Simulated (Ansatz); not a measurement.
Molecule: CNO, net charge -1, singlet state. 
Structure (B3LYP-D3(BJ)/def2-TZVP (Ansatz, an electronic-structure program) minimum search):
```xyz
3

N      0.0000     0.0000    -1.2579
C      0.0000     0.0000    -0.0715
O      0.0000     0.0000     1.1543
```
Charge -1, spin multiplicity 1.

Parts of the frozen-core correlation energy in cc-pVDZ (Ansatz, hartree). Frozen orbitals: 3; correlated occupied orbitals by spin: 8 and 8; virtual: 31 and 31. Spin-orbit coupling is left out. Non-relativistic.

```json
[
 {"term": "reference (HF)", "value": "-167.20721"},
 {"term": "MP2 opposite-spin", "value": "-0.33400"},
 {"term": "MP2 same-spin", "value": "-0.12976"},
 {"term": "CCSD correlation", "value": "-0.46467"},
 {"term": "(T)", "value": "-0.01802"},
 {"term": "CCSDT minus CCSD(T)", "value": "-0.00018"},
 {"term": "T1 diagnostic", "value": "0.017"},
 {"term": "largest doubles amplitude", "value": "0.080"}
]
```
